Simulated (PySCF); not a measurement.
Sn(H)(Cl)2(NH2), SMILES [NH2][SnH]([Cl])[Cl] (H3Cl2NSn), CAM-B3LYP/def2-SVP optimised geometry.

```
7

Sn    -0.79    -0.68     0.00
N      1.21    -0.68     0.00
Cl    -1.40     1.58     0.00
Cl    -1.41    -1.66     2.03
H     -1.67    -1.45    -1.24
H      1.67    -0.15    -0.74
H      1.67    -1.58     0.13
```

Density from CAM-B3LYP/def2-TZVP, def2 effective core potentials past Kr (PySCF 2.14.0) at that geometry. The core electrons that the potentials of Sn replace are not part of the density.

Minimum of the electron density along straight lines between bonded atoms, close to the bond critical point (lines longer than 1.1 times the sum of covalent radii, or with two minima, are not listed):

```tsv
bond	length / Å	ρ at the minimum / e bohr⁻³	∇²ρ there / e bohr⁻⁵	position (fraction from the first atom)
Sn1–N2	2.005	0.124	0.34	0.51
Sn1–Cl3	2.337	0.089	0.18	0.47
Sn1–Cl4	2.337	0.089	0.18	0.47
Sn1–H5	1.703	0.117	0.05	0.63
N2–H6	1.017	0.329	-1.58	0.74
N2–H7	1.017	0.329	-1.59	0.74
```
